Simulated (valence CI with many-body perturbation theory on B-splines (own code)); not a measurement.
Results of a calculation; reference values are marked as such.
# Xe¹³⁺ in three bases

Method: valence CI with perturbative core correlation (CI+MBPT): five valence electrons over a frozen Dirac-Fock core [Kr], radial functions for each j: 7 s, 7 p, 8 d, 6 f, 4 g, 1 h, with the one-electron correlation potential Σ1, the two-electron term Σ2, the three-electron term Σ3, Breit, model QED; selected CI, second order for the rest, scaled by the run's own slope (own B-spline code, finite nucleus).

No measured levels were compared; by estimate terms of the open shell hold to 2 to 4 % of their energy, and close levels can change places. Among the levels kept, up to 540 cm⁻¹ of a level comes from second order outside the variational space, and about a tenth of that is noise between levels of different J, which matters for small intervals. Only levels of the ground parity were solved; by the run's estimate the other parity begins above the list, which can be wrong where configurations are misplaced.

The reference run has the lowest level 4d⁵ ⁶S_5/2 and an ionisation energy of 314.669 eV. Its largest variational space holds 20091 state functions.

Names give the largest LS component (configuration and term), which can be under half, so a name can repeat, a term be missing and a line seem to break the LS rules; names also repeat where a configuration has a term twice. Letters in brackets count levels of one name in rising energy.

Changed runs:
A. basis 6 s, 6 p, 5 d, 5 f, 1 g
B. basis 5 s, 5 p, 4 d, 4 f

Excitation energies of the reference run in cm⁻¹, and shifts in cm⁻¹:

```tsv
Level	Reference	A	B
4d⁵ ⁴G_5/2 [a]	35027	+297	+1457
4d⁵ ⁴G_7/2	43101	+180	+1356
4d⁵ ⁴G_11/2	44518	+506	+1625
4d⁵ ⁴D_3/2	45489	+302	+1478
4d⁵ ⁴G_5/2 [b]	45963	+211	+1310
4d⁵ ⁴G_9/2	46513	+144	+1279
4d⁵ ⁴P_1/2	50912	+575	+1686
4d⁵ ⁴D_7/2	55815	+179	+1618
4d⁵ ⁴D_5/2	60600	+324	+1718
4d⁵ ⁴D_1/2	63397	+527	+1818
4d⁵ ²I_11/2	64172	+653	+2039
4d⁵ ⁴P_3/2	66244	+308	+1506
Ionisation energy (eV)	314.669	-0.026	-0.043
```
